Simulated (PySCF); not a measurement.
C3H8Si2, SMILES C#C[Si@@H](C)[SiH3]. Atoms are numbered in the order given.

```xyz
13

C     -1.5060    -2.3476    -0.5529
C     -0.7896    -1.4865    -0.0754
Si     0.2812    -0.1485     0.5932
C      2.0828    -0.4997     0.1880
Si    -0.4412     1.8626    -0.3778
H     -2.1386    -3.1110    -0.9701
H      0.0812    -0.0899     2.0747
H      2.3957    -1.4600     0.6252
H      2.2296    -0.5508    -0.9012
H      2.7304     0.2943     0.5904
H     -0.2737     1.7928    -1.8631
H     -1.8803     2.1177    -0.0641
H      0.3723     3.0108     0.1351
```

Geometry optimised at PBE0-D3(BJ)/def2-SVP. The structure was generated by enumeration; whether it is a known compound was not checked.

The numbers are results of PySCF with ωB97X/def2-TZVP, not measurements.

The molecule is in vacuum.

Computed frontier levels, gap, dipole moment and polarisability:
The highest occupied level is -9.91 eV and the lowest empty level is 1.73 eV. The orbital gap comes out as 11.64 eV. The dipole moment is 0.80 D and the quadrupole, principal values (traceless, Buckingham form, about the centre of nuclear charge) is -4.77, -2.65, 7.42 D·Å. The mean static polarisability comes out as 89.3 bohr³ (13.24 Å³) and the polarisability, principal values is 73.0, 87.7, 107.2 bohr³.
